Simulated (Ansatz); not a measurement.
`[OH][Hf]([F])([F])[Br]` + HCl → `[F][Hf]([F])([Cl])[Br]` + H₂O at 600 K and 1 bar (ligand exchange at the Hf–O bond).

Program: Ansatz. Geometries: PBE0-D4/def2-TZVP. ΔE: electronic, gas phase. CCSD(T)/CBS adds triple-zeta CCSD(T) − MP2 to the extrapolated MP2 energy (def2 sets, frozen cores). This one scheme is used for every species. Elements past krypton have def2 core potentials. For Br, Hf outer-core shells are correlated without core-valence functions, which leaves a few kJ/mol of doubt a bond. Scalar relativity is left out up to krypton. One conformer a species, not always the lowest.

```json
{"species": "`[OH][Hf]([F])([F])[Br]`", "CCSD(T)/CBS energy (Eh)": "-2896.89429", "H − E (kJ/mol)": "102.7", "S (J/(mol·K))": "467.1"}
{"species": "HCl", "CCSD(T)/CBS energy (Eh)": "-460.38127", "H − E (kJ/mol)": "35.4", "S (J/(mol·K))": "207.2"}
{"species": "`[F][Hf]([F])([Cl])[Br]`", "CCSD(T)/CBS energy (Eh)": "-3280.90483", "H − E (kJ/mol)": "67.6", "S (J/(mol·K))": "454.0"}
{"species": "H₂O", "CCSD(T)/CBS energy (Eh)": "-76.37941", "H − E (kJ/mol)": "76.8", "S (J/(mol·K))": "212.8"}
```

H − E and S are ideal-gas, rigid-rotor, harmonic terms from PBE0-D4/def2-TZVP, for one conformer and one mirror image of each species. 1 Eh = 2625.50 kJ/mol, R = 8.31446 J/(mol·K).

Task: By hand: ΔE, ΔH, ΔS and ΔG.

Result: ΔE = (-3280.90483) + (-76.37941) − (-2896.89429) − (-460.38127) = -0.00868 Eh = -22.8 kJ/mol. Δ(H − E) = 67.6 + 76.8 − 102.7 − 35.4 = 6.3, so ΔH = -16.5 kJ/mol. ΔS = 454.0 + 212.8 − 467.1 − 207.2 = -7.5 J/(mol·K). ΔG = -16.5 − 600 × (-7.5)/1000 = -12.0 kJ/mol.

Task: By hand: the equilibrium constant, and the temperature at which ΔG would vanish if ΔH and ΔS stayed fixed.

Result: log₁₀ K = −ΔG/(RT ln 10) = 1.0. ΔG = 0 at ΔH/ΔS = 2200 K, though so small a ΔS makes that figure unsure.

The number of gas molecules stays the same, so ΔS is small and ΔH decides. A doubt of 5 kJ/mol in ΔE shifts log₁₀ K by 0.4 here. Other conformers and mirror images would add mixing entropy, several J/(mol·K) or more a flexible species. These are equilibria of isolated gas molecules and say nothing of rates. Largest T1 diagnostic: 0.014 (customary marks: 0.02 for closed shells, 0.045 for open ones).
